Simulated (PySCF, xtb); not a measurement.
Sn(Br)(OMe) (CH3BrOSn), SMILES C[O][Sn][Br] (connectivity only; charge and spin as stated), neutral, multiplicity 1.

GFN2-xTB in xtb at its own geometry gives an orbital gap of 4.02 eV and a dipole moment of 7.17 D.

Geometry optimised at PBE0-D3(BJ)/def2-SVP. The structure was generated by enumeration; whether it is a known compound was not checked. The def2 effective core potentials stand for the cores of Sn; spin–orbit coupling is left out. Other conformers were not sampled.

**Question.** What does PySCF with B3LYP/def2-TZVP give? (Estimate from the structure and the level; the computed values follow.)

**Answer.** gap 4.72 eV (levels -7.56 and -2.84 eV), dipole 2.06 D.
